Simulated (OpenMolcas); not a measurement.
Ti3+: moving or changing the point charges

Ti3+ among 3 point charges of -3 e arranged as a planar triangle (D3h), 2.01 Å from the ion.

| Quantity | Value |
| --- | --- |
| Program | OpenMolcas 26.06 |
| Method | CASSCF |
| Basis | ANO-RCC-VDZP [5s4p2d1f] |
| Scalar Hamiltonian | DKH2, point nucleus |
| Active space | 1 electron in 5 orbitals (3d) |
| State averaging | 2S+1 = 2 even, 5 roots |
| Spin-orbit coupling | state interaction with AMFI integrals over the reference wave functions |

Runs around this geometry, states (labels of D3, the rotations of D3h). Energies in cm-1 above the lowest state or level, χT in cm3 K/mol.

| R (Å) | q (e) | Ground state | First state of that spin | First gap with spin-orbit (degeneracies) | χT at 300 K |
| --- | --- | --- | --- | --- | --- |
| 2.01 | -1.5 | 2A1 | 2E 1707 | 1672 (2, 2) | 0.431 |
| 1.92 | -3 | 2A1 | 2E 9415 | 9350 (2, 2) | 0.387 |
| 2.01 | -3 | 2A1 | 2E 7088 | 7025 (2, 2) | 0.390 |
| 2.21 | -3 | 2A1 | 2E 4364 | 4305 (2, 2) | 0.398 |

Taking the first state of the same spin as R^-n, n = -ln(4364 / 9415) / ln(2.21 / 1.92) = 5.5 between the shortest and longest distance.

Scaling the charges by -1.5 / -3 = 0.50 scales the first state of the same spin by 1707 / 7088 = 0.24; with fixed orbitals a first-order splitting would follow the charge.

This is an electrostatic model: the charges have no orbitals. No measured value stands beside these numbers.
